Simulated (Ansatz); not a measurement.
SnEt3F (C6H15FSn), relaxed as a singlet with RKS PBE0-D4/def2-SVP in Ansatz, starting from the GFN2-xTB geometry. Force threshold 0.02 eV/Å.

In the def2 sets Sn takes a core potential; there is no spin–orbit coupling.

Start:

```xyz
23

Sn   -0.079   -0.059    0.063
C    -0.267    1.338    1.826
C     1.065    1.627    2.483
H    -0.965    0.886    2.530
H    -0.711    2.252    1.437
H     0.933    2.353    3.285
H     1.499    0.725    2.910
H     1.765    2.038    1.761
C    -1.710   -0.021   -1.496
C    -2.043    1.379   -1.959
H    -2.583   -0.515   -1.073
H    -1.339   -0.623   -2.324
H    -2.779    1.339   -2.762
H    -2.456    1.977   -1.150
H    -1.154    1.878   -2.337
C     1.010   -2.007    0.390
C     1.473   -2.641   -0.904
H     0.343   -2.670    0.938
H     1.860   -1.768    1.027
H     2.050   -3.541   -0.690
H     0.629   -2.920   -1.531
H     2.105   -1.955   -1.461
F     1.352    0.930   -0.964
```

(1) Estimate the energy that the relaxation releases and the steps that it takes.

(2) Does the start keep its bonding and symmetry?

(3) Predict the relaxed structure.

## Answers

(1) 28.6 kJ/mol, in 6 steps; 28 s on 4 threads of Arm Neoverse V2 on a shared host. No frequencies were taken in this run, so the end may be a saddle point.

(2) By distances, no bond broke or formed. The bond that changes most is Sn1–C2, from 2.26 to 2.15 Å (atoms count from 1).

(3) 
```xyz
23

Sn    0.0197    0.0080   -0.0080
C    -0.2761    1.2628    1.7184
C     1.0356    1.5825    2.4239
H    -0.9859    0.7539    2.3913
H    -0.7767    2.1797    1.3677
H     0.8824    2.2542    3.2849
H     1.5253    0.6723    2.8061
H     1.7484    2.0726    1.7431
C    -1.6213   -0.0450   -1.4031
C    -1.9918    1.3439   -1.9071
H    -2.4738   -0.5382   -0.9073
H    -1.3151   -0.7037   -2.2317
H    -2.8073    1.3047   -2.6484
H    -2.3300    1.9985   -1.0878
H    -1.1332    1.8396   -2.3856
C     0.9476   -1.8955    0.3892
C     1.4388   -2.5734   -0.8833
H     0.2179   -2.5227    0.9278
H     1.7774   -1.7070    1.0893
H     1.9429   -3.5301   -0.6675
H     0.6095   -2.7931   -1.5749
H     2.1549   -1.9375   -1.4264
F     1.4107    0.9733   -1.0104
```
Bond lengths: 3 × C–C 1.52 Å; 3 × C–Sn 2.15 Å; 1 × F–Sn 1.97 Å; 15 × C–H 1.10 Å.
